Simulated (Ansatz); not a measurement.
Consider the isomerisation: `Cc1cccc(N)c1` → `Cc1cccnc1C`.

Gas-phase electronic energies from Ansatz, PBE0-D4/def2-TZVP geometries. CBS: MP2 limit from def2 TZ/QZ plus the TZ coupled-cluster correction, frozen cores. DFT in def2-TZVPP. Each species was taken in one conformer, which may not be the lowest.

`Cc1cccc(N)c1`:

Cartesian coordinates in Å:
```
C 1.104 2.246 -0.239
C 0.264 1.007 -0.157
C -1.123 1.081 -0.249
C -1.885 -0.071 -0.138
C -1.288 -1.303 0.062
C 0.101 -1.396 0.152
N 0.721 -2.629 0.290
C 0.860 -0.231 0.039
H 0.641 2.995 -0.884
H 2.100 2.029 -0.627
H 1.228 2.698 0.750
H -1.603 2.040 -0.408
H -2.966 -0.011 -0.210
H -1.894 -2.200 0.139
H 1.646 -2.604 0.686
H 0.151 -3.353 0.695
H 1.943 -0.298 0.100
```

`Cc1cccnc1C`:

```xyz
17

C     0.539   -0.437    1.851
C    -0.105    0.062    0.598
C    -1.226    0.877    0.638
C    -1.800    1.324   -0.541
C    -1.220    0.930   -1.733
N    -0.147    0.151   -1.799
C     0.403   -0.277   -0.666
C     1.609   -1.153   -0.794
H     0.547   -1.531    1.889
H     0.011   -0.074    2.734
H     1.581   -0.113    1.923
H    -1.648    1.162    1.597
H    -2.675    1.961   -0.536
H    -1.634    1.255   -2.684
H     1.843   -1.294   -1.848
H     2.477   -0.712   -0.295
H     1.443   -2.131   -0.333
```

Task: Is it downhill or uphill in electronic energy at CCSD(T)/CBS, and by how much? (An estimate is asked.)

Result: Ansatz gave: Uphill: ΔE = +3.3 kcal/mol.

Task: What do these levels give: LDA (SPW92), BLYP-D4, r2SCAN-D4, B97M-V, CAM-B3LYP-D4, PBE-QIDH, PBE, HF/def2-QZVPP, SCS-MP2/def2-QZVPP, HF/CBS(def2), MP2/CBS(def2), CCSD/CBS(def2)? (Best estimate.)

Result: The calculation gave: LDA (SPW92) 6.1, BLYP-D4 3.2, r2SCAN-D4 4.4, B97M-V 3.5, CAM-B3LYP-D4 3.6, PBE-QIDH 3.9, PBE 4.3, HF/def2-QZVPP 3.0, SCS-MP2/def2-QZVPP 2.7, HF/CBS(def2) 3.0, MP2/CBS(def2) 3.9, CCSD/CBS(def2) 3.7 kcal/mol.

Largest T1 diagnostic among the species: 0.011.

Leaving LDA and LC-ωPBE aside and taking each functional with its dispersion term where it has one, the values, not all of them listed here, spread over 2.2 kcal/mol, from ωB97X-V to r2SCAN0-D4. LDA lies +1.8 kcal/mol from PBE without D4. At CCSD(T), def2-SVP lies −3.4 kcal/mol from the extrapolated value and def2-TZVPP −1.1 kcal/mol.
